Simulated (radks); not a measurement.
Results of a calculation; reference values are marked as such.
The nuclear charge of the rhodium ion Rh+ is varied continuously with 44 electrons held in [Kr] 4d8. Code: a radial shooting solver on a logarithmic mesh with Libxc functionals. Model: Dirac Kohn-Sham, PBE, spin-unpolarised, spherical densities, point nucleus; open shells fill j = l - 1/2 first. By the Hellmann-Feynman theorem dE/dZ = E(electron-nucleus)/Z, the electronic potential at the nucleus.

Z     E (hartree)  E(electron-nucleus)/Z (hartree)   HOMO  e(HOMO) (eV)  <r> HOMO (bohr)
44    -4531.56086                         -249.248  4d5/2        -3.010            1.842
44.1  -4556.52531                         -250.041  4d5/2        -3.865            1.804
44.2  -4581.56898                         -250.833  4d5/2        -4.766            1.769
44.3  -4606.69180                         -251.624  4d5/2        -5.710            1.736
44.4  -4631.89371                         -252.414  4d5/2        -6.696            1.705
44.5  -4657.17467                         -253.205  4d5/2        -7.721            1.677
44.6  -4682.53463                         -253.994  4d5/2        -8.784            1.650
44.7  -4707.97356                         -254.784  4d5/2        -9.884            1.625
44.8  -4733.49142                         -255.573  4d5/2       -11.019            1.600
44.9  -4759.08818                         -256.362  4d5/2       -12.188            1.578
45    -4784.76383                         -257.151  4d5/2       -13.390            1.556
45.1  -4810.51834                         -257.939  4d5/2       -14.624            1.535
45.2  -4836.35169                         -258.728  4d5/2       -15.891            1.515
45.3  -4862.26388                         -259.516  4d5/2       -17.187            1.496
45.4  -4888.25490                         -260.304  4d5/2       -18.514            1.477
45.5  -4914.32473                         -261.092  4d5/2       -19.870            1.460
45.6  -4940.47338                         -261.881  4d5/2       -21.256            1.443
45.7  -4966.70085                         -262.669  4d5/2       -22.669            1.426
45.8  -4993.00712                         -263.457  4d5/2       -24.110            1.411
45.9  -5019.39221                         -264.245  4d5/2       -25.578            1.395
46    -5045.85613                         -265.033  4d5/2       -27.073            1.381

The central difference of E at Z = 45 is -257.151 hartree, to compare with the third column; the second derivative is -7.89 hartree.
